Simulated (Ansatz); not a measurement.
Wavefunction ladder for C$_{4}$H$_{10}$O$_{3}$, SMILES `OCCOCCO`

```xyz
17

O     2.650   -0.570    0.266
C     2.021    0.643    0.598
C     0.759    0.400    1.398
O    -0.126   -0.464    0.714
C    -0.879    0.158   -0.297
C    -1.860   -0.858   -0.845
O    -2.672   -0.305   -1.854
H     1.948   -1.187    0.034
H     1.795    1.229   -0.305
H     2.723    1.230    1.198
H     0.264    1.350    1.641
H     1.012   -0.111    2.330
H    -0.235    0.526   -1.112
H    -1.427    1.022    0.104
H    -2.530   -1.182   -0.046
H    -1.313   -1.743   -1.196
H    -2.129   -0.139   -2.629
```

The species carries charge 0 and has multiplicity 1. The structure was optimised at the PBE0-D4/def2-TZVP level. It is a higher conformer; a search finds a lower one. Frozen core, restricted reference, Ansatz 0.2.0. CBS rows extrapolate triple and quadruple zeta; past MP2 they add the triple-zeta difference.

```tsv
basis	HF (Eh)	MP2 corr.	CCSD corr.	(T)	CCSD(T) total
def2-SVP	-381.55822	-1.11728	-1.18399	-0.03079	-382.77300
def2-TZVPP	-382.01049	-1.40604	-1.45321	-0.05495	-383.51865
def2-QZVPP	-382.02854	-1.50852	–	–	–
CBS(def2)	-382.03103	-1.58442	-1.63159	as TZ	-383.71757
```
